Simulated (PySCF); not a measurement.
A structure optimised at PBE-D3(BJ)/def2-SVP, used in a PySCF frequency run:

```
C
F 1 1.3803
H 1 1.1128 2 108.90
C 1 1.5122 3 114.83 2 -134.23
C 4 1.3540 1 93.74 3 -103.26
H 4 1.1003 5 134.37 1 -179.57
H 5 1.1003 4 134.37 6 -7.49
C 5 1.5122 7 131.89 4 -179.42
F 8 1.3803 5 117.57 7 -53.78
H 8 1.1128 9 108.90 5 -132.81
```
Charge 0, spin multiplicity 1.

**Question.** Write its SMILES, formula and point group.

**Answer.** F[C@@H]1C=C[C@H]1F, C₄H₄F₂, C2

**Question.** What are its rotational constants (standard atomic weights)?

**Answer.** 5.5829, 3.3375, 2.3017 GHz
